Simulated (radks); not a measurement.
Tl, configuration [Hg] 6p1.

All-electron calculation, scalar-relativistic Kohn-Sham, SCAN, spin-polarised, spherical densities, finite nucleus; open shells are filled with parallel spins first (spin-orbit coupling, left out, can overturn this in heavy ions); meta-GGA in the generalised Kohn-Sham scheme; Fermi nuclear charge, rms radius 5.4759 fm. Program: a radial shooting solver on a logarithmic mesh with Libxc functionals.

Energy parts (hartree):
total: -20243.7924
kinetic: 22788.3276
electron-nucleus: -50474.6193
Hartree: 7822.3036
exchange-correlation: -379.8043

Orbitals (lengths in bohr, moments of r in powers of bohr; r(90%) holds 90 % of the orbital's charge):
orbital  occ.  eigenvalue (hartree)      <r^2>  r(90%)
1s up       1             -3148.807  0.0003690  0.0299
1s down     1             -3148.807  0.0003690  0.0299
2s up       1             -561.7418   0.005601   0.107
2s down     1             -561.7418   0.005601   0.107
2p up       3             -483.1175   0.004755   0.102
2p down     3             -483.1174   0.004755   0.102
3s up       1             -134.5688    0.03601   0.260
3s down     1             -134.5686    0.03601   0.260
3p up       3             -111.8130    0.03725   0.268
3p down     3             -111.8129    0.03725   0.268
3d up       5             -88.15814    0.03092   0.252
3d down     5             -88.15800    0.03092   0.252
4s up       1             -30.27643     0.1728   0.560
4s down     1             -30.27636     0.1728   0.560
4p up       3             -22.78378     0.1977   0.604
4p down     3             -22.78373     0.1977   0.604
4d up       5             -13.95954     0.2232   0.655
4d down     5             -13.95940     0.2232   0.655
4f up       7              -4.23482     0.2630   0.745
4f down     7              -4.23448     0.2630   0.745
5s up       1              -4.90130     0.8656    1.25
5s down     1              -4.90255     0.8663    1.25
5p up       3              -2.86116      1.146    1.46
5p down     3              -2.86316      1.146    1.45
5d up       5              -0.58147      2.302    2.16
5d down     5              -0.57825      2.261    2.13
6s up       1              -0.37616      7.140    3.72
6s down     1              -0.35579      6.787    3.60
6p up       1              -0.10167      15.91    5.69

The highest occupied level is 6p up at -2.767 eV. The density falls to 0.001 e/bohr^3 at r = 4.57 bohr. The spin density at the nucleus is -6.960 e/bohr^3 (1s -0.089, 2s 0.040, 3s 0.169, 4s 0.186, 5s 1.882, 6s -9.149). The electron density at the nucleus is 2.719e+06 e/bohr^3 (large components only).

Empty levels of this run are not shown, since the potential may be unsettled where no density lies.
